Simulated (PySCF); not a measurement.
# How methods differ on the excitation energy of In⁺

In⁺ [Kr] 4d10 5s2 (1S) → In⁺ [Kr] 4d10 5s1 5d1 (3D), as a difference of total energies. All numbers are calculated (PySCF 2.14, scalar relativity by spin-free X2C-1e, in aug-cc-pVQZ-DK3). Correlated levels: valence: [Kr] 4d10 frozen. The calculations carry no spin-orbit coupling.

Q: Order these methods by the excitation energy they give, lowest first.
A. MP2 (valence)
B. PBE0
C. SCS-MP2 (valence)
D. PBEsol

A: A (11.671 eV), C (11.876 eV), B (12.061 eV), D (12.255 eV).

Errors of the correlated levels include the incompleteness of this basis and the frozen core.

For comparison: 12.674 eV (measured; NIST levels, between the centres of gravity of the two terms).
